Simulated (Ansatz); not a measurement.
Harmonic frequencies (cm⁻¹) at PBE0-D4/def2-TZVP from Ansatz: 162, 253, 299, 326, 362, 420, 477, 552, 582, 628, 658, 798, 846, 918, 951, 980, 988, 1084, 1198, 1243, 1339, 1399, 1410, 1472, 1485, 2247, 2275, 3028, 3100, 3121, 3132, 3218, 3852.

Each molecule was computed in one conformer, which needn't be the lowest.

Q: Which molecule is it?
A. `CC1(O)C[SiH2]1`
B. `CB[BH][AlH][NH2]`
C. `CC(C)[Si]O`
D. `CC(C)O[SiH]`

A: A.
